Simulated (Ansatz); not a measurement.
Molecule: FeH, charge 0, multiplicity 6. The spin state was set by rule; other spins were not relaxed. 
Geometry from a B3LYP-D3(BJ)/def2-TZVP (Ansatz, an electronic-structure program) optimisation:
```
Fe
H 1 1.6930
```
Charge 0, spin multiplicity 6.

Quantity: atomisation energy (electronic, to ground-state atoms), in eV. Cores are frozen in the correlated levels unless marked. UHF or UKS for open shells. Spin-orbit coupling is left out. The frozen core is the preceding noble-gas configuration, with the filled d and f shells of earlier blocks. Non-relativistic. The coupled-cluster limit lacks core correlation, which all-electron functionals hold. Basis-set limits of correlation are two-point, X^-3; Hartree-Fock from the larger set.

```
level                                        program  atomisation energy (eV)
------------------------------------  --------------  -----------------------
HF/def2-TZVPP                                 Ansatz                     1.54
PBE0/STO-3G                                   Ansatz                     3.92
r2SCANh-D4/def2-TZVPD                 Ansatz + dftd4                     2.03
MP2/def2-QZVPPD                               Ansatz                     1.73
RI-MP2/def2-QZVPPD                            Ansatz                     1.73
CCSD/def2-TZVPP                               Ansatz                     1.77
CCSD(T)/STO-3G                                Ansatz                     3.52
CCSD(T)/6-31G                                 Ansatz                     1.21
CCSD(T)/CBS(def2-TZVPP,def2-QZVPP)            Ansatz                     1.79
CCSD(T)/CBS(def2-TZVPPD,def2-QZVPPD)          Ansatz                     1.78
```
